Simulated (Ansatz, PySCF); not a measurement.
Molecule: difluorosilane, sum formula SiH2F2, net charge 0, singlet state. 
Coordinates optimised at B3LYP-D3(BJ)/def2-TZVP (Ansatz, a quantum-chemistry and plane-wave program):
```xyz
5

Si     0.0045     0.4472     0.0371
F      1.2746    -0.5098     0.1000
F     -1.2843    -0.4609    -0.1805
H     -0.1239     1.1373     1.3283
H      0.1487     1.3379    -1.1230
```

Total electronic energies in hartree. Cores are frozen in the correlated levels unless marked. No spin-orbit coupling. No relativistic terms. CBS marks a two-point X^-3 extrapolation of the correlation energy; Hartree-Fock from the larger set (for Q and 5 zeta extrapolated as (X+1)exp(-9√X)). [CCSD(T)-MP2]/basis is that difference in the basis named.

```csv
level,program,energy (Eh)
HF/6-31G,Ansatz,-488.94869
HF/cc-pVTZ,Ansatz,-489.19897
SVWN5/def2-TZVPD,Ansatz,-488.17178
BLYP-D3(BJ)/def2-TZVPD,Ansatz + dftd3,-490.59624
BLYP-D4/def2-TZVPD,Ansatz + dftd4,-490.59665
PBE0-D3(BJ)/def2-TZVP,Ansatz + dftd3,-490.29271
PBE0-D4/def2-TZVP,Ansatz + dftd4,-490.29273
PBE0/def2-QZVPP,Ansatz,-490.31350
M06-2X/def2-TZVPD,PySCF,-490.52171
LC-wPBE-D3(BJ)/def2-TZVPD,Ansatz + dftd3,-490.41423
LC-wPBE/def2-TZVPD,Ansatz,-490.41238
PBE-QIDH/def2-TZVPD,Ansatz,-490.18979
MP2/cc-pwCVTZ,Ansatz,-489.85113
MP2/aug-cc-pV(Q+d)Z,Ansatz,-489.92289
RI-MP2/cc-pV(T+d)Z,Ansatz,-489.83240
SCS-MP2/cc-pV(T+d)Z,Ansatz,-489.82427
CCSD/6-31G*,Ansatz,-489.51883
CCSD/aug-cc-pV(Q+d)Z,Ansatz,-489.93043
"CCSD/CBS(aug-cc-pV(T+d)Z,aug-cc-pV(Q+d)Z)",Ansatz,-489.9630
CCSD(T)/STO-3G,Ansatz,-482.95819
CCSD(T)/cc-pV(5+d)Z,Ansatz,-489.97008
"RI-MP2/CBS(cc-pV(T+d)Z,cc-pV(Q+d)Z)+[CCSD(T)-MP2]/cc-pV(D+d)Z",Ansatz,-489.9814
"CCSD(T)/CBS(cc-pV(Q+d)Z,cc-pV(5+d)Z)",Ansatz,-489.9928
```

Totals of different functionals don't rank their quality; only differences between species are comparable.
